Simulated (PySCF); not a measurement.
B(Cl)2(SH) (BCl2HS), SMILES SB(Cl)Cl. Atoms are numbered in the order given.

```xyz
5

B     -0.0003    -0.0121     0.0000
Cl     1.3720    -1.1111     0.0000
Cl    -1.6376    -0.6606     0.0000
S      0.3415     1.7513     0.0000
H     -0.9481     2.1574     0.0000
```
Charge 0, spin multiplicity 1.

Geometry: TPSSh-D3(BJ)/def2-SVP. The values are those of a single conformer.

Computed with B3LYP/pcSseg-2 in PySCF.

GIAO shieldings, no solvent; atoms listed in one row are averaged. δ = σ(ref) − σ: ¹¹B against BF3 (σ = 86.3 ppm); ³⁵Cl against HCl (σ = 930.0 ppm); ³³S against H2S (σ = 688.9 ppm); ¹H against TMS (σ = 31.68 ppm), references at their B3LYP-D3(BJ)/def2-TZVP geometries, non-relativistic (without spin–orbit terms, shifts of atoms bonded to Cl or Br come out too high).

| nucleus | atoms | count | δ (ppm) |
|---|---|---|---|
| ¹¹B | B1 | 1 | 52.0 |
| ³⁵Cl | Cl3 | 1 | 269.4 |
| ³⁵Cl | Cl2 | 1 | 240.3 |
| ³³S | S4 | 1 | 233.4 |
| ¹H | H5 | 1 | 3.75 |
